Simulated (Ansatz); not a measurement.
One change: `B1C=N1` becomes `NB1C=N1`.

Ansatz, PBE0-D4/def2-TZVP geometries, multiplicity 1. Each molecule was computed in one conformer, which needn't be the lowest.

```tsv
property	`B1C=N1`
size of the dipole moment (ωB97M-V/def2-TZVPP) / D	1.72
HOMO energy (B3LYP/def2-TZVPP) / eV	-7.30
HOMO energy (PBE0/def2-TZVPP) / eV	-7.51
LUMO energy (B3LYP/def2-TZVPP) / eV	-1.34
ideal-gas entropy at 298 K and 1 bar (rigid rotor, harmonic PBE0-D4/def2-TZVP) / J/(mol·K)	243
HOMO–LUMO gap (B3LYP/def2-TZVPP) / eV	5.96
```

(1) What does the change do to each property? (Estimate.)

Answers

(1) Computed: 
| property | `NB1C=N1` | shift |
| --- | --- | --- |
| size of the dipole moment (ωB97M-V/def2-TZVPP) / D | 2.61 | 0.89 |
| HOMO energy (B3LYP/def2-TZVPP) / eV | -6.66 | 0.64 |
| HOMO energy (PBE0/def2-TZVPP) / eV | -6.87 | 0.64 |
| LUMO energy (B3LYP/def2-TZVPP) / eV | -0.77 | 0.57 |
| ideal-gas entropy at 298 K and 1 bar (rigid rotor, harmonic PBE0-D4/def2-TZVP) / J/(mol·K) | 273 | 30 |
| HOMO–LUMO gap (B3LYP/def2-TZVPP) / eV | 5.90 | -0.06 |

With PBE0 the HOMO rises by 0.64 eV and the LUMO rises by 0.58 eV, so the gap narrows by about 0.06 eV. PBE moves the HOMO by 0.63 eV and ωB97M-V by 0.67 eV. The zero-point energy changes by 50.6 kJ/mol with +6 modes. Dipoles are sizes alone; their direction can turn.

B3LYP here is the variant with VWN-RPA as its local correlation; programs differ in this.
